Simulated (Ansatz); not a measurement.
Consider the ligand exchange at the Si–S bond: `NC[SiH2]S` + CH₃NH₂ → `CN[SiH2]CN` + H₂S.

Isolated molecules relaxed with PBE0-D4/def2-TZVP in Ansatz; ΔE leaves out vibrations. CCSD(T)/CBS is the MP2 limit (def2-TZVPP, def2-QZVPP) plus CCSD(T) − MP2 in def2-TZVPP, frozen cores. This one scheme is used for every species. Functionals use def2-TZVPP. B3LYP here is the variant with VWN-RPA as its local correlation; programs differ in this. One conformer a species, not always the lowest.

| level | ΔE (kcal/mol) | difference from CCSD(T)/CBS |
| --- | --- | --- |
| PBE-D4 | 4.3 | 1.7 |
| r2SCAN-D4 | 3.4 | 0.8 |
| PBE0-D4 | 4.0 | 1.4 |
| B3LYP-D4 | 1.9 | -0.7 |
| ωB97X-V | 2.3 | -0.3 |
| ωB97M-V | 2.1 | -0.5 |
| B2PLYP | 2.7 | 0.1 |
| PBE | 5.1 | 2.5 |
| r2SCAN | 3.7 | 1.1 |
| PBE0 | 4.7 | 2.1 |
| B3LYP | 3.2 | 0.6 |
| HF/def2-TZVPP | 2.5 | -0.1 |
| MP2/def2-TZVPP | 2.3 | -0.3 |
| SCS-MP2/def2-TZVPP | 2.0 | -0.6 |
| CCSD/def2-TZVPP | 1.8 | -0.8 |
| CCSD(T)/def2-TZVPP | 2.0 | -0.6 |
| HF/def2-QZVPP | 2.3 | -0.3 |
| MP2/def2-QZVPP | 2.6 | 0.0 |
| SCS-MP2/def2-QZVPP | 2.3 | -0.3 |
| HF/CBS(def2) | 2.3 | -0.3 |
| MP2/CBS(def2) | 2.9 | 0.3 |
| CCSD/CBS(def2) | 2.4 | -0.2 |
| CCSD(T)/CBS | 2.6 | 0 |

Largest T1 diagnostic among the species: 0.010.

The D4 term adds −1.3 kcal/mol with B3LYP and −0.8 kcal/mol with PBE0; it sums over pairs of atoms, weighted by their polarisabilities, and B3LYP, whose exchange is more repulsive, gets the larger term.
